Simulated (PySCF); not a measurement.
B3LYP has the VWN-RPA correlation part, as in Gaussian. 

## H2Se, SMILES `[SeH2]` (charge 0, multiplicity 1)

Method: PySCF with B3LYP-D3(BJ)/def2-TZVPD.

The HOMO comes out as -6.91 eV. The dipole moment is 0.66 D and the LUMO comes out as -0.49 eV. The HOMO–LUMO gap is 6.42 eV and the total energy is -2402.7918 Ha. The cost comes out as roughly 10 core-seconds.

Bond lengths (Å): Se1–H2 1.471, Se1–H3 1.471. Bond angles (°): H2–Se1–H3 91.3.
Charge 0, spin multiplicity 1.
